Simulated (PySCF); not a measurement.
**Ar(2+): excitation energy**

Ar(2+) [Ne] 3s2 3p4 (3P) → Ar(2+) [Ne] 3s2 3p3 4s1 (5S), as a difference of total energies. Computed with PySCF 2.14 in aug-cc-pwCVQZ, with no relativity, point nucleus. Correlated levels: valence: [Ne] frozen; valence and next inner shell: 1s2 frozen; nothing frozen. The calculations carry no spin-orbit coupling.

| method | excitation energy (eV) |
| --- | --- |
| UHF | 20.925 |
| LDA | 21.510 |
| PBE | 21.485 |
| PBE0 | 21.630 |
| r2SCAN | 21.958 |
| wB97X-V | 21.985 |
| MN15 | 22.175 |
| B2PLYP | 21.638 |
| MP2 (valence) | 21.373 |
| SCS-MP2 (valence) | 21.658 |
| MP2 (valence and next inner shell) | 21.411 |
| SCS-MP2 (valence and next inner shell) | 21.684 |
| MP2 (all electrons) | 21.415 |
| SCS-MP2 (all electrons) | 21.686 |

Question: How much does correlation contribute at MP2 (all electrons)?

Answer: 21.415 − (20.925) = 0.490 eV, measured against UHF.

A first-order spin-orbit estimate (lowest level to lowest level, LS coupling) adds 0.062 eV.

The promoted electron is Rydberg-like, and one or two diffuse shells describe it only roughly, which tends to raise the upper state.
